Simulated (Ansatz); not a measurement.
The same path of CH₅BrOSi (9 atoms, charge 0, multiplicity 1) was run 3 times with different band settings. Lost on the way: Si1–Br2, C4–H5. Made: Si1–C4, Br2–H5.

Method: RKS PBE-D4/def2-SVP (Ansatz).

Relaxed end points:

```xyz
9
Properties=species:S:1:pos:R:3
Si -0.297 1.289 0.209
Br -0.020 1.804 -1.963
O -0.663 -0.326 0.396
C 0.195 -1.387 0.008
H 0.380 -1.384 -1.090
H -1.472 2.042 0.739
H 0.990 1.648 0.897
H 1.180 -1.339 0.528
H -0.293 -2.346 0.277
```

```xyz
9
Properties=species:S:1:pos:R:3
Si -0.231 0.734 0.749
Br 0.387 0.893 -2.881
O -0.285 -0.651 1.752
C 0.078 -1.059 0.396
H 0.260 0.178 -1.615
H -1.542 1.371 0.427
H 0.904 1.676 0.980
H 1.111 -1.453 0.300
H -0.681 -1.690 -0.109
```

Common settings: movable images 7; climbing image yes; spring 5.0 eV/Å²; optimiser quadratic models (default); start path through a guess of the saddle point; end points relaxed.

| run | force threshold | iteration limit |
| --- | --- | --- |
| 1 | 0.05 eV/Å | 60 |
| 2 | 0.5 eV/Å | 60 |
| 3 | 0.05 eV/Å | 6 |

What does each run give, and how far can it be trusted?

Run 1: converged after 11 iterations, highest image 3.083 eV above the first end. A vibrational analysis at the climbing image gives one clearly imaginary mode, 769i cm⁻¹: a first-order saddle point.
Run 2: converged after 4 iterations, highest image 3.077 eV above the first end. The threshold of 0.5 eV/Å is loose, so the images may lie well off the minimum-energy path. The order of the stationary point at the top wasn't checked.
Run 3: not converged after 6 iterations, highest image 3.088 eV above the first end. The band didn't meet its force threshold, so its energies are provisional: the largest band force was still 0.34 eV/Å, and over the last iterations the top moved between 3.08 and 3.09 eV.
The orbitals stay closed-shell, which can raise the energy where a bond breaks towards radicals; this wasn't checked here.
